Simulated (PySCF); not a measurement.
**Multinuclear NMR of C₅H₆F₂**

Atom-mapped SMILES (the numbers label the heavy atoms): `[CH3:1][C:2]1=[C:3]([F:4])[C@@:5]1([CH3:6])[F:7]`; H(Xn) means a hydrogen on atom n.

All values are calculated (PySCF 2.14.0 with density-fitted response routines): structure optimised with GFN2-xTB, shieldings: GIAO PBE0/pcSseg-1. One conformer, relativity neglected, no solvent model, averaged over atoms made equivalent by symmetry, fast rotation or ring inversion.

Question: Where does $^{19}$F resonate?

Answer: 
```
atoms                environment  σ (ppm)  δ (ppm)
   F7  fluorine on an sp3 carbon    304.8   -114.4
   F4           vinylic fluorine    319.5   -142.3
```

Shieldings were converted by a linear fit to measured shifts: $^{19}$F: δ = 146.13 − 0.903σ +14.6 on sp3 carbon (rms 6.0 ppm, 223 shifts, 7.0 ppm with the 5 outliers that the fit left out vs CFCl3, solution or neat liquid). Occasional misses reach two or three times the rms, and more in compound classes unlike the fitted ones.

On a 600 MHz spectrometer $^{19}$F resonates near 564.6 MHz, so 1 ppm is 564.6 Hz.
